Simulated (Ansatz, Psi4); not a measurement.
The Ansatz (an electronic-structure program) input:
Ansatz 0.2 input:
```yaml
crystal:
  periodic: [false, false, false]
  atoms:
    - {symbol: Si, position_ang: [-0.00666824, -0.00277970, 0.12275926]}
    - {symbol: H, position_ang: [0.04778718, 1.13172388, -0.83406892]}
    - {symbol: H, position_ang: [0.04556812, -1.09280805, -0.88456070]}
basis:
  gaussian:
    orbitals: cc-pVDZ
hamiltonian:
  xc: blyp
accuracy: high
```

Task: Write the same job for Psi4.

Result: Several could match; the one computed here: 
```
memory 2 GB

molecule mol {
0 1
  Si   -0.006668   -0.002780    0.122759
  H     0.047787    1.131724   -0.834069
  H     0.045568   -1.092808   -0.884561
}

set basis cc-pvdz
set reference rks
set scf_type pk
set puream true
set d_convergence 1e-8
set dft_radial_points 99
set dft_spherical_points 590

energy('blyp')
print_variables()
```

Both were run: Ansatz gave -290.598381 Eh and Psi4 -290.598381 Eh, 0.000 mEh apart.
